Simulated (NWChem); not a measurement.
Program: NWChem. System: C2H6BO2, charge 0, spin multiplicity 2, displaced from the optimised geometry. The structure started from a generated list of species. Its SCF solution wasn't tested for a lower state.

The NWChem input:

```
start mol
memory heap 200 mb stack 900 mb global 1100 mb
geometry units angstroms nocenter noautoz noautosym
  C      2.010262     0.545784     0.338980
  O      1.350287    -0.646642    -0.188545
  B     -0.015079    -0.752097    -0.309471
  O     -0.899202     0.252767     0.052132
  C     -2.335671     0.127085    -0.081019
  H      1.261674     1.342171     0.630346
  H      2.623350     0.256781     1.244838
  H      2.710163     0.958330    -0.448422
  H     -2.820280     0.250170     0.934848
  H     -2.723909     0.945310    -0.760548
  H     -2.631824    -0.878494    -0.510174
end
basis spherical
  * library def2-svp
end
dft
  xc slater vwn_5
  odft
  mult 2
  semidirect memsize 60000000 filesize 0
  iterations 100
  convergence nodiis damp 40
end
task dft gradient
```

The output up to the point where the run's verdict is printed (cleaned and shortened):

```
             Northwest Computational Chemistry Package (NWChem) 7.3.0
             --------------------------------------------------------

                                NWChem Input Module
                                -------------------

 Scaling coordinates for geometry "geometry" by  1.889725989
 (inverse scale =  0.529177249)

                             Geometry "geometry" -> ""
                             -------------------------

 Output coordinates in angstroms (scale by  1.889725989 to convert to a.u.)

  No.       Tag          Charge          X              Y              Z
 ---- ---------------- ---------- -------------- -------------- --------------
    1 C                    6.0000     2.01026200     0.54578400     0.33898000
    2 O                    8.0000     1.35028700    -0.64664200    -0.18854500
    3 B                    5.0000    -0.01507900    -0.75209700    -0.30947100
    4 O                    8.0000    -0.89920200     0.25276700     0.05213200
    5 C                    6.0000    -2.33567100     0.12708500    -0.08101900
    6 H                    1.0000     1.26167400     1.34217100     0.63034600
    7 H                    1.0000     2.62335000     0.25678100     1.24483800
    8 H                    1.0000     2.71016300     0.95833000    -0.44842200
    9 H                    1.0000    -2.82028000     0.25017000     0.93484800
   10 H                    1.0000    -2.72390900     0.94531000    -0.76054800
   11 H                    1.0000    -2.63182400    -0.87849400    -0.51017400

 Effective nuclear repulsion energy (a.u.)     159.6536043626

            Nuclear Dipole moment (a.u.)
            ----------------------------
        X                 Y               Z
 ---------------- ---------------- ----------------
     0.0000094486    -0.0000056692    -0.0000094486


 Summary of "ao basis" -> "" (spherical)
 ------------------------------------------------------------------------------
       Tag                 Description            Shells   Functions and Types
 ---------------- ------------------------------  ------  ---------------------
[...]
 d= 0,ls=0.5         73    -91.2065897440 -3.94D+00  1.53D-01              15.8
                                                     1.46D-01
 d= 0,ls=0.5         74    -87.2684883205  3.94D+00  1.53D-01              16.0
                                                     1.46D-01
 d= 0,ls=0.5         75    -91.2065897440 -3.94D+00  1.53D-01              16.2
                                                     1.46D-01
 d= 0,ls=0.5         76    -87.2684883205  3.94D+00  1.53D-01              16.4
                                                     1.46D-01
 d= 0,ls=0.5         77    -91.2065897440 -3.94D+00  1.53D-01              16.7
                                                     1.46D-01
 d= 0,ls=0.5         78    -87.2684883205  3.94D+00  1.53D-01              16.9
                                                     1.46D-01
 d= 0,ls=0.5         79    -91.2065897440 -3.94D+00  1.53D-01              17.1
                                                     1.46D-01
 d= 0,ls=0.5         80    -87.2684883205  3.94D+00  1.53D-01              17.3
                                                     1.46D-01
 d= 0,ls=0.5         81    -91.2065897440 -3.94D+00  1.53D-01              17.5
                                                     1.46D-01
 d= 0,ls=0.5         82    -87.2684883205  3.94D+00  1.53D-01              17.8
                                                     1.46D-01
 d= 0,ls=0.5         83    -91.2065897440 -3.94D+00  1.53D-01              18.0
                                                     1.46D-01
 d= 0,ls=0.5         84    -87.2684883205  3.94D+00  1.53D-01              18.3
                                                     1.46D-01
 d= 0,ls=0.5         85    -91.2065897440 -3.94D+00  1.53D-01              18.5
                                                     1.46D-01
 d= 0,ls=0.5         86    -87.2684883205  3.94D+00  1.53D-01              18.7
                                                     1.46D-01
 d= 0,ls=0.5         87    -91.2065897440 -3.94D+00  1.53D-01              19.0
                                                     1.46D-01
 d= 0,ls=0.5         88    -87.2684883205  3.94D+00  1.53D-01              19.2
                                                     1.46D-01
 d= 0,ls=0.5         89    -91.2065897440 -3.94D+00  1.53D-01              19.5
                                                     1.46D-01
 d= 0,ls=0.5         90    -87.2684883205  3.94D+00  1.53D-01              19.7
                                                     1.46D-01
 d= 0,ls=0.5         91    -91.2065897440 -3.94D+00  1.53D-01              20.0
                                                     1.46D-01
 d= 0,ls=0.5         92    -87.2684883205  3.94D+00  1.53D-01              20.2
                                                     1.46D-01
 d= 0,ls=0.5         93    -91.2065897440 -3.94D+00  1.53D-01              20.5
                                                     1.46D-01
 d= 0,ls=0.5         94    -87.2684883205  3.94D+00  1.53D-01              20.7
                                                     1.46D-01
 d= 0,ls=0.5         95    -91.2065897440 -3.94D+00  1.53D-01              21.0
                                                     1.46D-01
 d= 0,ls=0.5         96    -87.2684883205  3.94D+00  1.53D-01              21.2
                                                     1.46D-01
 d= 0,ls=0.5         97    -91.2065897440 -3.94D+00  1.53D-01              21.5
                                                     1.46D-01
 d= 0,ls=0.5         98    -87.2684883205  3.94D+00  1.53D-01              21.7
                                                     1.46D-01
 d= 0,ls=0.5         99    -91.2065897440 -3.94D+00  1.53D-01              22.0
                                                     1.46D-01
 d= 0,ls=0.5        100    -87.2684883205  3.94D+00  1.53D-01              22.2
                                                     1.46D-01
```

The run did not converge; its last values are not results. The next line reads: Calculation failed to converge. NWChem stopped with the message: dft gradient failed.
